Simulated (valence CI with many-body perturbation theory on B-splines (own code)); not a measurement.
Gd⁴²⁺: one-electron terms

Method: relativistic CI+MBPT: four valence electrons over a frozen Dirac-Fock core [Ar], radial functions for each j: 9 s, 9 p, 10 d, 8 f, 5 g, 3 h, 1 i, with the one-electron correlation potential Σ1 (screened to all orders), the two-electron term Σ2, the three-electron term Σ3, Breit, model QED; selected single and double excitations, second order for the rest (own B-spline code, finite nucleus).

No measured spectrum was set against this ion. As an estimate, large intervals hold to a few tenths of a per cent, small ones and those within an open d or f shell to about a per cent. Only levels of the ground parity were solved; by the run's estimate the other parity begins above the list, which can be wrong where configurations are misplaced.

These are the spectroscopic orbitals of the CI (the correlating ones are not listed), shaped by the core and the other valence electrons. h is the expectation value of the core's Dirac-Fock operator, without the valence repulsion; Σ1 is computed up to l = 3 at one energy for each symmetry, that of its lowest orbital but kept below the first core excitation, so for empty shells it is not the orbital's own correlation shift; Breit and QED include the response of the core.

| Orbital | h (hartree) | Σ1 (cm⁻¹) | Breit (cm⁻¹) | QED (cm⁻¹) | ⟨r⟩ (bohr) |
| --- | --- | --- | --- | --- | --- |
| 4s1/2 | -80.076 | -7903 | 8745 | 6591 | 0.4499 |
| 5s1/2 | -49.119 | -3029 | 4224 | 3244 | 0.7322 |
| 6s1/2 | -33.209 | -1519 | 2317 | 1812 | 1.086 |
| 4p1/2 | -77.597 | -10576 | 13938 | 5.3 | 0.4442 |
| 5p1/2 | -47.891 | -3846 | 6884 | 9.9 | 0.7314 |
| 6p1/2 | -32.516 | -1893 | 3831 | 7.5 | 1.090 |
| 4p3/2 | -75.238 | -9939 | 8433 | 651 | 0.4594 |
| 5p3/2 | -46.747 | -3748 | 4190 | 331 | 0.7501 |
| 6p3/2 | -31.874 | -1870 | 2505 | 188 | 1.113 |
| 3d3/2 | -134.46 | -21761 | 17976 | -1408 | 0.2001 |
| 4d3/2 | -71.735 | -10395 | 6660 | -401 | 0.4358 |
| 5d3/2 | -45.059 | -4000 | 3246 | -184 | 0.7368 |
| 3d5/2 | -133 | -20275 | 9328 | -574 | 0.2034 |
| 4d5/2 | -71.194 | -9987 | 3480 | -115 | 0.4398 |
| 5d5/2 | -44.79 | -3812 | 1676 | -44.0 | 0.7418 |
| 4f5/2 | -68.014 | -25578 | 879 | -265 | 0.3935 |
| 5f5/2 | -43.326 | -10141 | 387 | -125 | 0.7030 |
| 4f7/2 | -67.823 | -21339 | -130 | -149 | 0.3952 |
| 5f7/2 | -43.223 | -8448 | -23.6 | -65.8 | 0.7052 |
| 5g7/2 | -42.371 |  | 71.9 | -34.2 | 0.6325 |
| 5g9/2 | -42.324 |  | -37.3 | -5.5 | 0.6336 |

Among the shells of the start configuration 3d4, Σ1 is largest in size for 3d3/2, where it is 0.074 % of h.

Lowest root of each symmetry, sizes in configuration state functions:

```json
{"J": "0", "Parity": "even", "Roots": "5", "Reference": "19", "Variational": "7109", "Second order": "18270", "Change by selected CI (cm⁻¹)": "-12363", "Change by second order (cm⁻¹)": "0"}
{"J": "1", "Parity": "even", "Roots": "4", "Reference": "43", "Variational": "17010", "Second order": "30743", "Change by selected CI (cm⁻¹)": "-10325", "Change by second order (cm⁻¹)": "-2"}
{"J": "2", "Parity": "even", "Roots": "8", "Reference": "61", "Variational": "25107", "Second order": "45722", "Change by selected CI (cm⁻¹)": "-11376", "Change by second order (cm⁻¹)": "-6"}
{"J": "3", "Parity": "even", "Roots": "6", "Reference": "57", "Variational": "24294", "Second order": "57895", "Change by selected CI (cm⁻¹)": "-12058", "Change by second order (cm⁻¹)": "-17"}
{"J": "4", "Parity": "even", "Roots": "7", "Reference": "48", "Variational": "24879", "Second order": "58014", "Change by selected CI (cm⁻¹)": "-12026", "Change by second order (cm⁻¹)": "-21"}
{"J": "5", "Parity": "even", "Roots": "2", "Reference": "29", "Variational": "22383", "Second order": "10572", "Change by selected CI (cm⁻¹)": "-11109", "Change by second order (cm⁻¹)": "-9"}
{"J": "6", "Parity": "even", "Roots": "2", "Reference": "15", "Variational": "18891", "Second order": "7501", "Change by selected CI (cm⁻¹)": "-11437", "Change by second order (cm⁻¹)": "-6"}
```
